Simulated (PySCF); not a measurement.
C3H2, SMILES [C][C][CH2] (connectivity only; charge and spin as stated), neutral, multiplicity 1. Atoms are numbered in the order given.

```xyz
5

C      0.0000     0.0000    -1.1190
C      0.0000     0.0000     0.2000
H      0.0000     0.9276    -1.6881
H      0.0000    -0.9276    -1.6881
C      0.0000     0.0000     1.4817
```
Charge 0, spin multiplicity 1.

Coordinates come from a PBE0-D3(BJ)/def2-TZVP optimisation.

Computed with CAM-B3LYP/def2-TZVPD (PySCF).

Mulliken values depend strongly on the basis, most of all with diffuse functions as here. ESP charges are fitted to the potential on shells at 1.4 to 2.0 van der Waals radii. Atomic charges (e):

| atom | meta-Löwdin | Mulliken | ESP fit |
|---|---|---|---|
| C1 | -0.09 | -0.49 | -0.28 |
| C2 | -0.11 | 0.35 | 0.36 |
| H3 | 0.16 | 0.28 | 0.19 |
| H4 | 0.16 | 0.28 | 0.19 |
| C5 | -0.12 | -0.43 | -0.45 |
